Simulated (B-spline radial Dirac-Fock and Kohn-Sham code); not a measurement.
## Two-hole binding energies of Te³⁺

System: tellurium as Te³⁺, [Kr] 4d10 5s2 5p1, inside a Watson sphere of charge -3 and radius 1.6 Å (a model of the Madelung potential; inside it an electron's potential energy is raised by 27.0 eV).

Level of theory: relaxed Dirac-Fock hole states (ΔSCF) with Breit and QED corrections and a finite nucleus; a radial finite-basis atomic code. U is the two-hole binding energy less the two single-hole energies, the effective repulsion of the holes after relaxation. Each two-hole energy is an average over J within one jj subconfiguration.

```tsv
holes	E(a) (eV)	E(b) (eV)	E(ab) (eV)	U (eV)
1s⁻¹ 3p3/2⁻¹	31829.4	837.7	32735.6	68.5
2s⁻²	4962.3	4962.3	10064.0	139.5
2s⁻¹ 2p1/2⁻¹	4962.3	4629.7	9722.6	130.7
2s⁻¹ 2p3/2⁻¹	4962.3	4358.8	9447.9	126.9
2p1/2⁻²	4629.7	4629.7	?	?
2s⁻¹ 3p3/2⁻¹	4962.3	837.7	5858.9	59.0
2p1/2⁻¹ 3s⁻¹	4629.7	1026.1	5715.2	59.4
2s⁻¹ 3d5/2⁻¹	4962.3	588.5	5614.0	63.2
2p3/2⁻¹ 3s⁻¹	4358.8	1026.1	5444.0	59.0
2p1/2⁻¹ 3d5/2⁻¹	4629.7	588.5	5282.9	64.7
2p3/2⁻¹ 3d5/2⁻¹	4358.8	588.5	5009.9	62.6
3p1/2⁻²	889.3	889.3	1828.9	50.3
3p1/2⁻¹ 3p3/2⁻¹	889.3	837.7	1772.5	45.5
3d3/2⁻²	598.9	598.9	1248.8	51.0
```

Q: Give the missing two-hole energy and U.

A: E(ab) = 9433.0 eV and U = 173.5 eV.

Values without a named source are computed, but for edge energies of neutral atoms, which are taken from tables.
